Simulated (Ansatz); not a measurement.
Consider the formal exchange of groups at the Si–C bond: `[SiH3]C1B[SiH2][SiH2]1` + `C=CC[SiH3]` → `[SiH3]/C=C/C[SiH3]` + `B1C[SiH2][SiH2]1`.

Isolated molecules relaxed with PBE0-D4/def2-TZVP in Ansatz; ΔE leaves out vibrations. CCSD(T)/CBS adds triple-zeta CCSD(T) − MP2 to the extrapolated MP2 energy (def2 sets, frozen cores). Functionals use def2-TZVPP. Each species was taken in one conformer, which may not be the lowest.

`[SiH3]C1B[SiH2][SiH2]1`:

```xyz
14

Si   -0.111   -1.534   -1.257
C     0.035    0.311   -1.026
B     1.105    0.911   -0.086
Si    0.887    0.444    1.805
Si   -1.077    0.801    0.471
H    -0.011   -2.209    0.064
H     0.978   -2.044   -2.133
H    -1.418   -1.891   -1.872
H    -0.137    0.853   -1.958
H     1.509    2.026   -0.282
H     0.730   -0.930    2.342
H     1.311    1.406    2.849
H    -2.073   -0.268    0.737
H    -1.730    2.124    0.345
```

`C=CC[SiH3]`:

Z-matrix (Å, degrees):
```
C
C 1 1.489
Si 1 1.887 2 111.3
H 1 1.096 2 110.9 3 -119.8
H 1 1.094 2 111.0 3 120.8
C 2 1.327 1 125.5 3 -106.0
H 2 1.089 1 115.9 3 71.9
H 3 1.486 1 110.0 2 65.0
H 3 1.488 1 110.0 2 -54.8
H 3 1.489 1 110.4 2 -174.6
H 6 1.086 2 121.5 1 -1.9
H 6 1.083 2 121.4 1 178.1
```

`[SiH3]/C=C/C[SiH3]`:

Z-matrix (Å, degrees):
```
Si
C 1 1.852
H 1 1.489 2 111.4
H 1 1.489 2 111.3 3 119.5
H 1 1.488 2 108.9 3 -120.2
C 2 1.335 1 122.9 3 120.0
H 2 1.090 1 119.2 3 -60.1
C 6 1.487 2 125.9 1 -177.9
H 6 1.090 2 118.8 1 -0.3
Si 8 1.889 6 110.8 2 102.9
H 8 1.094 6 111.2 2 -17.6
H 8 1.095 6 111.0 2 -137.8
H 10 1.488 8 110.2 6 175.1
H 10 1.487 8 109.8 6 55.2
H 10 1.486 8 109.7 6 -64.6
```

`B1C[SiH2][SiH2]1`:

Z-matrix (Å, degrees):
```
Si
C 1 1.942
B 1 2.220 2 42.7
Si 1 2.406 2 85.1 3 29.9
H 1 1.482 2 108.1 3 136.7
H 1 1.480 2 116.6 3 -95.8
H 2 1.091 1 103.1 3 -118.6
H 2 1.087 1 118.1 3 117.2
H 3 1.203 1 107.8 2 -112.6
H 4 1.486 1 103.9 2 95.9
H 4 1.481 1 122.4 2 -135.9
```

```
             level  ΔE (kJ/mol)  difference from CCSD(T)/CBS
           PBE0-D4         11.3                         -2.8
           ωB97X-V         11.7                         -2.4
           ωB97M-V         12.6                         -1.5
            B2PLYP          7.1                         -7.0
               PBE          4.4                         -9.7
            r2SCAN          7.6                         -6.5
              PBE0          7.2                         -6.9
     HF/def2-TZVPP          7.1                         -7.0
    MP2/def2-TZVPP         14.0                         -0.1
   CCSD/def2-TZVPP         12.4                         -1.7
CCSD(T)/def2-TZVPP         13.0                         -1.1
    MP2/def2-QZVPP         14.6                          0.5
SCS-MP2/def2-QZVPP         13.1                         -1.0
      HF/CBS(def2)          7.3                         -6.8
     MP2/CBS(def2)         15.1                          1.0
    CCSD/CBS(def2)         13.5                         -0.6
       CCSD(T)/CBS         14.1                            0
```

Largest T1 diagnostic among the species: 0.015.

The D4 term adds +7.8 kJ/mol with B3LYP and +4.1 kJ/mol with PBE0; it sums over pairs of atoms, weighted by their polarisabilities, and B3LYP, whose exchange is more repulsive, gets the larger term. In def2-TZVPP, CCSD(T) changes the Hartree–Fock value by +5.9 kJ/mol (the triples alone add +0.6 kJ/mol) and MP2 by +6.9 kJ/mol.

B3LYP here is the variant with VWN-RPA as its local correlation; programs differ in this.
